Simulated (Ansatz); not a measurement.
The first iterations of a band of C₂H₆BNO (11 atoms, charge 0, multiplicity 1).

These are results of RKS PBE0-D4/STO-3G (Ansatz 0.2.0), not measurements.

- movable images: 9
- climbing image: yes
- spring: 5.0 eV/Å²
- optimiser: quadratic models (default)
- start path: through a guess of the saddle point
- force threshold: 0.2 eV/Å
- iteration limit: 60
- end points: relaxed

Image 0:

```xyz
11
Properties=species:S:1:pos:R:3
N -1.358 1.464 0.058
B -0.357 0.509 -0.097
C 0.123 -0.814 0.631
C 1.180 -0.766 -0.515
O 0.625 0.485 -1.100
H -2.057 1.433 0.816
H -1.479 2.275 -0.571
H -0.532 -1.693 0.594
H 0.554 -0.724 1.636
H 2.230 -0.625 -0.191
H 1.136 -1.602 -1.241
```

Image 10:

```xyz
11
Properties=species:S:1:pos:R:3
N -1.358 1.464 0.058
B -0.357 0.508 -0.097
C 0.123 -0.814 0.632
C 1.180 -0.766 -0.515
O 0.625 0.486 -1.100
H -1.479 2.275 -0.571
H -2.058 1.433 0.815
H -0.532 -1.693 0.594
H 0.554 -0.724 1.636
H 2.230 -0.626 -0.191
H 1.136 -1.601 -1.241
```

| iteration | highest image above the first end (eV) | largest band force component (eV/Å) |
| --- | --- | --- |
| 1 | 31.580 | 129.606 |
| 2 | 20.057 | 82.966 |
| 3 | 8.032 | 29.940 |

Problem. Does the band converge within its limit, and where does its top end?

Solution. The forces met the threshold. It ended after 10 iterations with the highest image 0.914 eV above the first end. The threshold of 0.2 eV/Å is loose, so the images may lie well off the minimum-energy path. Another band between the same ends (9 images) ends at a top of the same energy, where a vibrational analysis finds 1 clearly imaginary mode. Limits of this set-up: minimal basis.

The run took 110 s on 1 thread of Intel(R) Xeon(R) 6975P-C (Granite Rapids), with other jobs on the host, peak memory 0.19 GiB.
